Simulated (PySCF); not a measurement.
## Calculated NMR parameters of C[SiH2]OC/C(C)=C\CF

```yaml
Formula: C6H13FOSi
SMILES: C[SiH2]OC/C(C)=C\CF
Point_group_of_the_computed_structure: C1
Degrees_of_unsaturation: 1
Carbon_signals: 6
Proton_signals: 6
```

Bonds (- single, = double, # triple, : aromatic): C1-Si2, Si2-O3, O3-C4, C4-C5, C5-C6, C5=C7, C7-C8, C8-F9. C1 carries H10, H11, H12; Si2 carries H13, H14; C4 carries H15, H16; C6 carries H17, H18, H19; C7 carries H20; C8 carries H21, H22. Stereochemistry as in C[SiH2]OC/C(C)=C\CF.

[PySCF 2.14: coordinates at the GFN2-xTB level; PBE0/pcSseg-1 with gauge-including orbitals; single conformer; relativity neglected; averaged over atoms made equivalent by symmetry, fast rotation or ring inversion; gas phase]

Shifts are taken against calculated references (same method and geometry level): ¹H (σref 31.72), ¹³C (σref 186.93), ²⁹Si (σref 349.16) against TMS; CFCl3 for ¹⁹F (σref 170.95); ¹⁷O (σref 336.08) against H2O.

| carbon | δC, type | δH (multiplicity) | HMBC from (2–3 bonds) | span of the C tensor (ppm) |
| --- | --- | --- | --- | --- |
| C1 | -2.6, CH3 | 0.24 (t) | H13/H14 | 21 |
| C4 | 66.6, CH2 | 4.54 (s) | H20, H13/H14, H17/H18/H19 | 61 |
| C5 | 157.6, C | – | H20, H21/H22, H15/H16, H17/H18/H19 | 239 |
| C6 | 23.1, CH3 | 2.07 (s) | H20, H15/H16 | 36 |
| C7 | 126.6, CH | 5.86 (m) | H21/H22, H15/H16, H17/H18/H19 | 177 |
| C8 | 80.5, CH2 | 5.19 (m) | H20 | 87 |

Other nuclei:
| atoms | nucleus | environment | δ (ppm) | σ (ppm) |
| --- | --- | --- | --- | --- |
| H13/H14 | ¹H | hydrogen on a silicon bonded to C, O | 5.06 | 26.66 |
| F9 | ¹⁹F | fluorine on an sp3 carbon | -232.8 | 403.7 |
| Si2 | ²⁹Si | silicon bonded to C, O, 2 H | -17.9 | 367.0 |
| O3 | ¹⁷O | oxygen bonded to C, Si | 28.5 | 307.6 |

- Carbon types of the structure: 1 × C, 1 × CH, 2 × CH2, 2 × CH3, leaving 2 H on heteroatoms.
- δC 157.6: fully substituted alkene carbon; as expected for a trigonal carbon in a double bond.
- δC 126.6: alkene CH; as expected for a trigonal carbon in a double bond.
- δC 80.5: allylic sp3 CH2 bonded to F; the inductive effect lowers its shielding.
- δC 66.6: allylic sp3 CH2 bonded to O; the inductive effect lowers its shielding.
- δC -2.6: methyl carbon bonded to Si; an electropositive neighbour leaves it electron-rich and shielded.

Splittings by ¹⁹F in the carbon and heteronuclear signals aren't shown, as no couplings were computed. Shifts are as computed. Against solution values, carbons near 30 ppm lie about +3 ppm off and those near 130 ppm about +5 ppm. Of 1309 compounds with measured shifts, 239 miss one by over three times the rms of a fit or turn the order of signals round; such compounds aren't used in these exercises. Unscaled 19F shifts against computed CFCl3 carry errors that often reach 10 to 50 ppm. Experimental scales use liquid or dissolved standards, which lie at an offset from isolated H2O (liquid H2O: subtract about 36 ppm). No couplings were computed; multiplicities are counted from neighbouring protons, with m where these are inequivalent, close in shift, in a saturated or five-membered ring or joined by F or P, and br s for small geminal =CH2 splittings.
